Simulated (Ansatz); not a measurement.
Born–Oppenheimer molecular dynamics of F$_{2}$H$_{4}$O$_{2}$Si$_{2}$ (10 atoms, charge 0, multiplicity 1). It starts from a relaxed structure.

The calculation used RKS PBE0-D4/6-31G in Ansatz.

```
ensemble        : NVT, Nosé–Hoover chain
time step       : 1 fs
steps asked     : 300
set temperature : 400 K
thermostat      : time constant 50 fs, chain length 5
seed            : 487598
```

First frame:

```xyz
10
Properties=species:S:1:pos:R:3
Si -0.125 -0.127 -0.066
O -0.868 -0.420 1.363
Si -1.438 -0.331 2.969
H -2.656 -1.199 3.060
H -0.363 -0.836 3.885
H -1.779 1.093 3.292
F 1.520 0.006 0.148
F -0.590 1.345 -0.682
O -0.437 -1.308 -1.199
H -0.953 -2.113 -1.083
```

(1) How far do the bonds stretch over the last three quarters of this one trajectory? (Pairs bonded in most of those frames.)

Answers

(1) 
```
  bond  mean (Å)  spread (Å)  shortest  longest
Si1–O2     1.632       0.016      1.59     1.66
Si1–F7     1.672       0.040      1.59     1.74
Si1–F8     1.668       0.042      1.58     1.76
Si1–O9     1.673       0.046      1.60     1.77
O2–Si3     1.708       0.031      1.64     1.78
Si3–H4     1.509       0.029      1.46     1.57
Si3–H5     1.504       0.015      1.47     1.54
Si3–H6     1.506       0.012      1.48     1.54
O9–H10     0.964       0.013      0.94     0.99
```

Mean temperature of the second half: 417 K. The conserved energy stayed within 0.57 meV per atom of its start (net change 0.29 meV per atom), so the integration is sound. A run of 0.3 ps of so small a system gives no equilibrium averages. Limits of this set-up: no polarisation functions.

The run took 23 min on 1 thread of Arm Neoverse V1 (shared host), peak memory 0.15 GiB.
